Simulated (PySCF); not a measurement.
Correlation energy of In⁺ (indium, charge +1)

[Kr] 4d10 5s1 5p1, 5s spin antiparallel (an excited configuration). Computed with PySCF 2.14 in def2-TZVPPD with the def2 core potential (28 electrons), with a scalar-relativistic core potential. Frozen: nothing; 20 electrons correlated.

MP2 pair energies summed by pair of shells (mhartree):

```csv
pair,energy,share (%)
4d-4d,-147.86,52.7
4d-5s,-33.97,12.1
4p-4d,-33.39,11.9
5s-5p,-19.91,7.1
4d-5p,-19.40,6.9
4p-4p,-9.13,3.3
4s-4d,-8.12,2.9
4s-4p,-3.88,1.4
4p-5s,-2.63,0.9
4p-5p,-1.08,0.4
4s-4s,-0.90,0.3
4s-5s,-0.20,0.1
4s-5p,-0.06,0.0
```

Total MP2 correlation energy: -280.51 mhartree.

Same-spin part -96.32 and opposite-spin part -184.19 mhartree; SCS-MP2 scales them by 1/3 and 6/5 to -253.14 mhartree.

The basis has no tight functions for the innermost shells, so their pair energies are far from complete.

This basis was not built for core-valence correlation, so the inner-shell part is incomplete.
